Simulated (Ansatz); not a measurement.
Ansatz (a first-principles code) input:

Ansatz 0.2 input:
```yaml
crystal:
  periodic: [false, false, false]
  atoms:
    - {symbol: In, position_ang: [0.31311130, -0.00154110, 0.37595852]}
    - {symbol: Cl, position_ang: [1.11286356, 0.35742091, -1.84301345]}
    - {symbol: Cl, position_ang: [-2.01536082, -0.35297892, 0.75936830]}
basis:
  gaussian:
    orbitals: def2-TZVP
hamiltonian:
  xc: {name: r2SCAN}
magnetization: {spin_polarized: true, initial_magnetization: 1}
relax: {f_tol: 0.003, max_steps: 100}
```

Problem. Predict the final energy.

Solution. -1110.66362 Eh (r2SCAN/def2-TZVP). The basis has 124 functions.

It need not be the lowest isomer of its formula.
